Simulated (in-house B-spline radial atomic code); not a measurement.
RPA and G0W0 for Sr VI (Sr5+), [Ar] 3d10 4s2 4p3, highest spin, as one setting changes: the highest l of the empty states. Start: Hartree-Fock. A dash marks a level of low quasi-particle weight. Computed with a B-spline radial code for spherical atoms: all electrons, scalar-relativistic (spin-free one-electron X2C), finite nucleus, each spin shell either full or empty, empty states to the listed l with an (l + 1/2)⁻⁴ tail; G0W0 by contour deformation at full frequency.

```json
{"highest l of the empty states": "4", "RPA summed (Eh)": "-2.0094", "RPA extrapolated (Eh)": "-2.3054", "G0W0 level (eV)": "4p up -89.86"}
{"highest l of the empty states": "5", "RPA summed (Eh)": "-2.1408", "RPA extrapolated (Eh)": "-2.3239", "G0W0 level (eV)": "4p up -89.87"}
{"highest l of the empty states": "6", "RPA summed (Eh)": "?", "RPA extrapolated (Eh)": "?", "G0W0 level (eV)": "?"}
{"highest l of the empty states": "7", "RPA summed (Eh)": "-2.2398", "RPA extrapolated (Eh)": "-2.31", "G0W0 level (eV)": "4p up -89.85"}
{"highest l of the empty states": "8", "RPA summed (Eh)": "-2.2588", "RPA extrapolated (Eh)": "-2.3038", "G0W0 level (eV)": "4p up -89.85"}
{"highest l of the empty states": "9", "RPA summed (Eh)": "?", "RPA extrapolated (Eh)": "?", "G0W0 level (eV)": "?"}
{"highest l of the empty states": "10", "RPA summed (Eh)": "-2.2772", "RPA extrapolated (Eh)": "-2.2988", "G0W0 level (eV)": "4p up -89.85"}
{"highest l of the empty states": "11", "RPA summed (Eh)": "-2.2819", "RPA extrapolated (Eh)": "-2.2977", "G0W0 level (eV)": "4p up -89.85"}
```

(1) What belongs in the row for 6?

(2) What belongs in the row for 9?

Answers

(1) RPA summed (Eh): -2.2054; RPA extrapolated (Eh): -2.3164; G0W0 level (eV): 4p up -89.86.

(2) RPA summed (Eh): -2.2701; RPA extrapolated (Eh): -2.3006; G0W0 level (eV): 4p up -89.85.
